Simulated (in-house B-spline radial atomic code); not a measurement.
Ionisation energies along the 4-electron series, configuration [He] 2s2, as differences of self-consistent energies. NIST's values go from ground level to ground level; the uncertainty of those that are theory runs from under 0.1 % in few-electron ions to several per cent in heavy many-electron ones. Computed with a radial B-spline atomic code at the basis-set limit: non-relativistic Hartree-Fock, average of the configuration, point nuclei.

```json
{"ion": "Ar14+", "configuration after": "[He] 2s1", "ionisation energy (eV)": "846.0", "IE/(q+1)² (eV)": "3.7599", "-ε less Coulomb ΔSCF (eV)": "0.28552", "tabulated value (eV)": "855.5", "tabulated kind": "semi-empirical", "computed minus tabulated (eV)": "-9.5"}
{"ion": "K15+", "configuration after": "[He] 2s1", "ionisation energy (eV)": "956.9", "IE/(q+1)² (eV)": "3.7379", "-ε less Coulomb ΔSCF (eV)": "0.28507", "tabulated value (eV)": "967.7", "tabulated kind": "semi-empirical", "computed minus tabulated (eV)": "-10.8"}
{"ion": "Ca16+", "configuration after": "[He] 2s1", "ionisation energy (eV)": "1074.6", "IE/(q+1)² (eV)": "3.7185", "-ε less Coulomb ΔSCF (eV)": "0.28468", "tabulated value (eV)": "1086.8", "tabulated kind": "semi-empirical", "computed minus tabulated (eV)": "-12.2"}
{"ion": "Sc17+", "configuration after": "[He] 2s1", "ionisation energy (eV)": "1199.2", "IE/(q+1)² (eV)": "3.7011", "-ε less Coulomb ΔSCF (eV)": "0.28433", "tabulated value (eV)": "1213.1", "tabulated kind": "semi-empirical", "computed minus tabulated (eV)": "-13.9"}
{"ion": "Ti18+", "configuration after": "[He] 2s1", "ionisation energy (eV)": "1330.5", "IE/(q+1)² (eV)": "3.6856", "-ε less Coulomb ΔSCF (eV)": "0.28402", "tabulated value (eV)": "1346.3", "tabulated kind": "semi-empirical", "computed minus tabulated (eV)": "-15.8"}
{"ion": "V19+", "configuration after": "[He] 2s1", "ionisation energy (eV)": "1468.6", "IE/(q+1)² (eV)": "3.6716", "-ε less Coulomb ΔSCF (eV)": "0.28374", "tabulated value (eV)": "1486.7", "tabulated kind": "semi-empirical", "computed minus tabulated (eV)": "-18.1"}
{"ion": "Cr20+", "configuration after": "[He] 2s1", "ionisation energy (eV)": "1613.6", "IE/(q+1)² (eV)": "3.6589", "-ε less Coulomb ΔSCF (eV)": "0.2835", "tabulated value (eV)": "1634.1", "tabulated kind": "semi-empirical", "computed minus tabulated (eV)": "-20.5"}
{"ion": "Mn21+", "configuration after": "[He] 2s1", "ionisation energy (eV)": "1765.3", "IE/(q+1)² (eV)": "3.6474", "-ε less Coulomb ΔSCF (eV)": "0.28327", "tabulated value (eV)": "1788.7", "tabulated kind": "semi-empirical", "computed minus tabulated (eV)": "-23.4"}
{"ion": "Fe22+", "configuration after": "[He] 2s1", "ionisation energy (eV)": "1923.9", "IE/(q+1)² (eV)": "3.6368", "-ε less Coulomb ΔSCF (eV)": "0.28307", "tabulated value (eV)": "1950.4", "tabulated kind": "semi-empirical", "computed minus tabulated (eV)": "-26.5"}
```

Q: How far is this level of theory from the measured and semi-empirical values?

A: Over those 9 rows the differences run from -26.5 to -9.52 eV (mean absolute value 17 eV). The calculation leaves out relativity, correlation and, in open shells, the multiplet splittings that an average leaves out.
